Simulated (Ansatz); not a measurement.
`C[SiH](F)PN`, relaxed with RKS PBE-D4/def2-SVP in Ansatz 0.2.0 from a rough embedded geometry. The force threshold is 0.03 eV/Å; the program also tests the step.

The species carries charge 0 and has multiplicity 1.

Start:

```xyz
12

C     0.627    1.977    0.273
Si    0.810    0.210   -0.008
F     1.048   -0.456    1.403
P    -1.092   -0.701   -0.800
N    -0.938   -2.330   -0.649
H    -0.172    2.264    0.903
H     0.444    2.510   -0.715
H     1.572    2.423    0.632
H     1.969   -0.113   -0.909
H    -1.889   -0.369    0.367
H    -1.782   -2.811   -0.803
H    -0.598   -2.604    0.306
```

| step | energy (eV) | largest force (eV/Å) | largest move (Å) |
| --- | --- | --- | --- |
| 1 | -22502.0360 | 3.297 | 0.000 |
| 2 | -22502.5054 | 1.480 | 0.195 |
| 3 | -22502.6170 | 0.697 | 0.134 |
| 4 | -22502.6356 | 0.445 | 0.069 |
| 5 | -22502.6419 | 0.123 | 0.045 |
| 6 | -22502.6429 | 0.058 | 0.019 |
| 7 (rejected) | -22502.6421 | 0.056 | 0.074 |
| 8 | -22502.6439 | 0.035 | 0.037 |
| 9 | -22502.6442 | 0.020 | 0.015 |

End:

```xyz
12

C     0.647    2.018    0.262
Si    0.741    0.172   -0.063
F     1.079   -0.615    1.353
P    -1.213   -0.644   -0.861
N    -0.857   -2.308   -0.509
H    -0.174    2.260    0.966
H     0.462    2.563   -0.687
H     1.597    2.393    0.693
H     1.856   -0.168   -1.012
H    -1.972   -0.155    0.287
H    -1.543   -2.967   -0.889
H    -0.623   -2.549    0.460
```

Run time 7.5 s (4 threads of an Intel Xeon Platinum 8559C on a shared host); peak host memory 0.25 GiB.
